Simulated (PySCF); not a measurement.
**Two-component Hartree-Fock for N²⁺ (nitrogen, charge +2)**

Start: [He] 2s2 2p1; 2p3/2 filled at m_j = +3/2. Calculated with PySCF 2.14 in x2c-TZVPall-2c with one added diffuse shell each of s, p, d type (6s4p3d1f, 40 functions): generalised Hartree-Fock with the X2C-1e Hamiltonian and a Gaussian nucleus; one run each with spin-orbit coupling (SO) switched off, then screened by Boettger's factors. This is a chosen level, not necessarily the ground level.

| spinor shell | electrons | ε, spin-free (eV) | ε, screened SO (eV) | weight of nominal j (screened SO) | rms radius, screened SO (bohr) |
| --- | --- | --- | --- | --- | --- |
| 1s1/2 | 2 | -466.02 | -466.02 | 1.000 | 0.264 |
| 2s1/2 | 2 | -56.432 | -56.434 | 1.000 | 1.28 |
| 2p3/2 | 1 | -47.859 | -47.851 | 1.000 | 1.24 |

```csv
quantity,spin-free,screened SO
E (hartree),-52.84525,-52.84493
M_J,3/2,3/2
⟨J²⟩,3.754,3.754
⟨L²⟩,2.003,2.003
⟨S²⟩,0.752,0.752
```

Each row is a mean over spinors that exchange with the open shell spreads, by up to 4.593 eV (2s1/2).

Without spin-orbit coupling the j labels of p, d and f shells carry no meaning; the spin-free column gives the mean over the occupied spinors of each nl shell.
